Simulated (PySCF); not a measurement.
SMILES [SiH3][SiH2][Si](Cl)(Cl)Cl at its CAM-B3LYP/def2-SVP optimised geometry (Å):

```
11

Si    -1.1926    -0.0085     0.0000
Si     1.1540    -0.0085     0.0000
Si     1.9225     1.0918     1.9046
Cl     1.2296     3.0322     1.9107
Cl     3.9759     1.1357     2.0190
Cl     1.1981     0.1535     3.5900
H     -1.6830    -0.7065     1.2186
H     -1.6834     1.3957     0.0000
H     -1.6958    -0.7111    -1.2118
H      1.6952    -1.3957     0.0268
H      1.6958     0.7095    -1.1868
```

Method: PySCF with CAM-B3LYP/def2-TZVP.

Map of the deformation density (molecule minus spherical neutral atoms) (e/bohr³) on the plane z = 0.8 Å:

```
|111111111111111111111111111|
|111111111111111111111111111|
|111111111111111122221111111|
|111111111111111222221111111|
|111111111111111222211111111|
|111111111111111111111111111|
|111111111111111111111111111|
|111111111111111111110011111|
|111111111111111111110011112|
|111111122111111112321111122|
|111111122111111124543111112|
|111111111000111235763211111|
|111111111000122235653211111|
|111111234211222112332111111|
|111111368621221000121111111|
|111112379631111000111111111|
|111111256421111111221111111|
|111111122211111112221111111|
|111111111111111111111111111|
|111111111111111111111111111|
|111111111111111111111111111|
|111111111111111111111111111|
|111111111111111111111111111|
|111111111111111111111111111|
|111111111111111111111111111|
|111111111111111111111111111|
|111111111111111111111111111|
```
Scale: ten equal steps from -0.015 (start of '0') to 0.062 (end of '9'), in the order '0123456789'; x runs from -4.00 to 4.00, y from -4.00 (bottom) to 4.00 (top).
